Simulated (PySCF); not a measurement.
# `COCC(=O)[SiH2]CCl`: 4 charge schemes on one density

Compound: C4H9ClO2Si.
Structure used (GFN2-xTB), in Å, numbered top down from 1:
```
atom  x, y, z in Å
C1     1.7637   -1.0073   -1.1203
O2     0.8284   -0.3872   -0.2723
C3     1.3628    0.6044    0.5662
C4     0.1746    1.3678    1.1065
O5     0.2645    2.1793    1.9927
Si6   -1.4606    0.9313    0.1880
C7    -2.0235   -0.8345    0.6556
Cl8   -3.6239   -1.1322   -0.0724
H9     2.5540   -1.5002   -0.5432
H10    2.2221   -0.2831   -1.8036
H11    1.2171   -1.7519   -1.6950
H12    2.0010    1.3042    0.0051
H13    1.9651    0.1714    1.3777
H14   -2.4656    1.8724    0.6885
H15   -1.2805    1.0538   -1.2556
H16   -2.1455   -0.9701    1.7284
H17   -1.3606   -1.6062    0.2757
```

Density: PBE0/pcSseg-1 (PySCF); schemes: Mulliken, IAO, Hirshfeld and ESP-fitted. Geometry: GFN2-xTB, one conformer, isolated molecule.

Atoms with like bonding are taken together and averaged. Do the Mulliken, IAO, Hirshfeld and ESP-fitted schemes agree on where the charge is highest?

The schemes don't all agree: Mulliken Si6 (+0.708); IAO Si6 (+0.707); Hirshfeld Si6 (+0.304); ESP-fitted C4 (+0.489).

Which atoms carry the lowest charge in the Mulliken, IAO, Hirshfeld and ESP-fitted schemes?

The schemes don't all agree: Mulliken O2 (-0.565); IAO C7 (-0.519); Hirshfeld O5 (-0.218); ESP-fitted O5 (-0.460).

What partial charge does each atom carry?

In e; atoms taken as equivalent share a row and are averaged (×n: the atom named and its like, n in all):

```
      atom                 environment  Mulliken     IAO  Hirshfeld  ESP-fitted
        C1              methoxy carbon    -0.015  -0.203     -0.031      -0.354
        O2                ether oxygen    -0.565  -0.387     -0.104      -0.116
        C3  sp3 carbon bound to oxygen    +0.099  -0.112     -0.008      -0.312
        C4             carbonyl carbon    -0.056  +0.143     +0.081      +0.489
        O5             carbonyl oxygen    -0.335  -0.373     -0.218      -0.460
       Si6                SiH2 silicon    +0.708  +0.707     +0.304      +0.328
        C7             sp3 C–Cl carbon    -0.506  -0.519     -0.127      -0.362
       Cl8              alkyl chlorine    -0.172  -0.104     -0.076      -0.139
H9/H10/H11             methyl hydrogen    +0.111  +0.142     +0.048      +0.150
   H12/H13          methylene hydrogen    +0.135  +0.147     +0.050      +0.156
   H14/H15               Si–H hydrogen    -0.064  -0.111     -0.076      -0.085
   H16/H17          methylene hydrogen    +0.184  +0.174     +0.044      +0.168
```

Mean size of the charges over all atoms: IAO 0.226 e, ESP-fitted 0.225 e, Mulliken 0.209 e, Hirshfeld 0.084 e. Each set sums to the total charge, 0, to within 0.001 e. The Mulliken scheme counts on each atom the diagonal of the density matrix times the overlap matrix over that atom's basis functions.

Some averages cover members that differ in this geometry: H9/H10/H11, IAO +0.130 to +0.164; H9/H10/H11, ESP-fitted +0.140 to +0.170; H9/H10/H11, Mulliken +0.102 to +0.129 e.

How many electrons does the IAO scheme count on C3?

Z − q = 6 − (-0.112) = 6.112.

How closely do the schemes follow one another over all atoms?

Correlation coefficient and root-mean-square difference: IAO with Hirshfeld 0.94, 0.179 e; Mulliken with IAO 0.94, 0.098 e; Mulliken with Hirshfeld 0.89, 0.194 e; IAO with ESP-fitted 0.83, 0.160 e; Hirshfeld with ESP-fitted 0.80, 0.183 e; Mulliken with ESP-fitted 0.62, 0.239 e.

These values come from a run that also computed NMR shieldings. Time: 44 s; peak memory 0.90 GiB. Hardware: one thread, Arm Neoverse V1 (aarch64), shared host with 32 logical CPUs at a one-minute load of 40.
